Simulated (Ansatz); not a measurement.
`C[SiH](F)[InH2]` → `C[Si]F` + `[InH3]` at 298.15 K and 1 bar (silylene formation by 1,1-elimination).

Isolated molecules relaxed with PBE0-D4/def2-TZVP in Ansatz; ΔE leaves out vibrations. CCSD(T)/CBS adds triple-zeta CCSD(T) − MP2 to the extrapolated MP2 energy (def2 sets, frozen cores). This one scheme is used for every species. def2 core potentials past Kr. For In outer-core shells are correlated without core-valence functions, which leaves a few kJ/mol of doubt a bond.

```json
{"species": "`C[SiH](F)[InH2]`", "CCSD(T)/CBS energy (Eh)": "-620.39478", "H − E (kJ/mol)": "180.8", "S (J/(mol·K))": "375.2"}
{"species": "`C[Si]F`", "CCSD(T)/CBS energy (Eh)": "-428.74649", "H − E (kJ/mol)": "112.9", "S (J/(mol·K))": "286.7"}
{"species": "`[InH3]`", "CCSD(T)/CBS energy (Eh)": "-191.56739", "H − E (kJ/mol)": "54.8", "S (J/(mol·K))": "229.0"}
```

H − E and S are ideal-gas, rigid-rotor, harmonic terms from PBE0-D4/def2-TZVP, for one conformer and one mirror image of each species. 1 Eh = 2625.50 kJ/mol, R = 8.31446 J/(mol·K).

Q: By hand: ΔE, ΔH, ΔS and ΔG.

A: ΔE = (-428.74649) + (-191.56739) − (-620.39478) = 0.08090 Eh = 212.4 kJ/mol. Δ(H − E) = 112.9 + 54.8 − 180.8 = -13.1, so ΔH = 199.3 kJ/mol. ΔS = 286.7 + 229.0 − 375.2 = 140.5 J/(mol·K). ΔG = 199.3 − 298.15 × (140.5)/1000 = 157.4 kJ/mol.

Q: By hand: the equilibrium constant, and the temperature at which ΔG would vanish if ΔH and ΔS stayed fixed.

A: log₁₀ K = −ΔG/(RT ln 10) = -27.6. ΔG = 0 at ΔH/ΔS = 1419 K.

The number of gas molecules changes by +1, which sets the sign of ΔS. A doubt of 5 kJ/mol in ΔE shifts log₁₀ K by 0.9 here. Other conformers and mirror images would add mixing entropy, several J/(mol·K) or more a flexible species. These are equilibria of isolated gas molecules and say nothing of rates. Largest T1 diagnostic: 0.014 (customary marks: 0.02 for closed shells, 0.045 for open ones).
